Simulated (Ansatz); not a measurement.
`BC[SiH](O)F` and `O[SiH](F)[SeH]` differ in one atom or group.

Ansatz, PBE0-D4/def2-TZVP geometries, multiplicity 1. Each molecule was computed in one conformer, which needn't be the lowest.

Scalar relativity is left out up to krypton.

| property | `BC[SiH](O)F` |
| --- | --- |
| size of the dipole moment (ωB97M-V/def2-TZVPP) / D | 1.52 |
| ideal-gas entropy at 298 K and 1 bar (rigid rotor, harmonic PBE0-D4/def2-TZVP) / J/(mol·K) | 350 |
| zero-point energy (PBE0-D4/def2-TZVP) / kJ/mol | 194.3 |
| HOMO–LUMO gap (B3LYP/def2-TZVPP) / eV | 7.06 |
| LUMO energy (B3LYP/def2-TZVPP) / eV | -1.71 |
| HOMO energy (PBE/def2-TZVPP) / eV | -7.63 |

(1) What does the change do to each property? (An estimate is asked.)

Answers

(1) Computed: 
```json
{"property": "size of the dipole moment (ωB97M-V/def2-TZVPP) / D", "`O[SiH](F)[SeH]`": "1.60", "shift": "0.08"}
{"property": "ideal-gas entropy at 298 K and 1 bar (rigid rotor, harmonic PBE0-D4/def2-TZVP) / J/(mol·K)", "`O[SiH](F)[SeH]`": "332", "shift": "-18"}
{"property": "zero-point energy (PBE0-D4/def2-TZVP) / kJ/mol", "`O[SiH](F)[SeH]`": "91.4", "shift": "-102.9"}
{"property": "HOMO–LUMO gap (B3LYP/def2-TZVPP) / eV", "`O[SiH](F)[SeH]`": "6.86", "shift": "-0.20"}
{"property": "LUMO energy (B3LYP/def2-TZVPP) / eV", "`O[SiH](F)[SeH]`": "-0.36", "shift": "1.35"}
{"property": "HOMO energy (PBE/def2-TZVPP) / eV", "`O[SiH](F)[SeH]`": "-6.29", "shift": "1.34"}
```

With PBE0 the HOMO rises by 1.53 eV and the LUMO rises by 1.40 eV, so the gap narrows by about 0.13 eV. PBE moves the HOMO by 1.34 eV and ωB97M-V by 1.60 eV. The zero-point energy changes by -102.9 kJ/mol with -12 modes. Dipoles are sizes alone; their direction can turn. Modes under 60 cm⁻¹, often nearly free rotors, make the harmonic entropy too high.

B3LYP here is the variant with VWN-RPA as its local correlation; programs differ in this.

Spin–orbit coupling is left out; it splits and shifts lone-pair levels of the heavy atoms by tenths of an eV.
